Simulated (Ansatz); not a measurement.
Cost and result for the atomization energy of CH$_{4}$AlClOSe (9 atoms, 8 bonds).

Z-matrix (Å, degrees):
```
Al
C 1 2.034
Se 1 2.445 2 74.0
H 1 1.585 2 111.1 3 109.8
H 1 1.584 2 109.3 3 -107.3
Cl 2 1.729 1 121.4 3 86.6
O 2 1.298 1 125.3 3 -91.0
H 3 1.469 1 91.4 2 86.9
H 7 0.972 2 112.6 1 166.1
```

The species carries charge 0 and has multiplicity 1. Correlated methods include outer-core shells of Se, which these sets cover unevenly. Scalar relativity is left out up to krypton. The bonds changed during the relaxation, so this is another structure than the one it started from. The geometry is a stationary point of PBE0-D4/def2-TZVP. It is one conformer, not always the lowest. Program: Ansatz. All runs use 4 threads of an Intel Xeon Platinum 8259CL on a shared host. Times are those of one run each, without the atoms' runs, and a repeat can differ threefold. Electronic energies, without spin–orbit coupling; frozen cores. CCSD(T)/CBS adds CCSD(T) − MP2 in def2-TZVPP to the MP2 limit, and its time is that of the two runs behind it. T1 = 0.015. With those shells the extrapolation isn't a true limit. B3LYP takes the VWN-RPA correlation (the form of Gaussian; ORCA's B3LYP/G). HSE06 is the plane-wave form, built on full-range PBE exchange.

CCSD(T)/CBS is a level of theory with its own doubt, some kJ/mol a heavy atom from the limit and from the frozen cores, so smaller differences don't rank the functionals.

```tsv
level	functions	wall time	atomization (kcal/mol)	difference from CCSD(T)/CBS	per bond
revPBE-D4/def2-TZVPP	250	2.5 s	644.1	0.5	0.1
BHLYP-D4/def2-TZVPP	250	4.7 s	611.0	-32.6	-4.1
HSE06-D4/def2-TZVPP	250	4.8 s	642.6	-1.0	-0.1
r2SCAN-D4/def2-TZVPP (with forces)	250	5 s	651.3	7.7	1.0
CAM-B3LYP-D4/def2-TZVPP	250	5 s	637.8	-5.8	-0.7
B3LYP-D4/def2-TZVPP (with forces)	250	6.5 s	639.2	-4.4	-0.5
B2PLYP/def2-TZVPP	250	7.5 s	629.2	-14.4	-1.8
PBE-QIDH/def2-TZVPP	250	7.5 s	632.8	-10.8	-1.3
B97M-V/def2-TZVPP	250	8.5 s	651.6	8.0	1.0
CCSD(T)/def2-SVP	116	8.5 s	595.4	-48.2	-6.0
MP2/def2-QZVPP	463	29 s	647.2	3.6	0.4
CCSD(T)/def2-TZVPP	250	2.6 min	621.0	-22.6	-2.8
CCSD(T)/CBS(def2)	–	3 min	643.6	0.0	0.0
```

From PBE to PBE0 (25 % exact exchange), in def2-TZVPP and without D4, the atomization energy moves by −19.8 kcal/mol: exact exchange takes away binding that semilocal exchange gives to molecules. In def2-TZVPP, CCSD(T) changes the Hartree–Fock value by +195.9 kcal/mol (the triples alone add +15.8 kcal/mol) and MP2 by +208.9 kcal/mol; breaking electron pairs costs correlation energy, which Hartree–Fock lacks. At CCSD(T), def2-SVP lies −48.2 kcal/mol from the extrapolated value and def2-TZVPP −22.6 kcal/mol: correlation converges slowly with the basis, and small sets miss more of it in the bonded molecule than in its fragments.

For some Ge, Se and Sn compounds the MP2-based and the directly extrapolated limit differ by 10 to 25 kJ/mol.
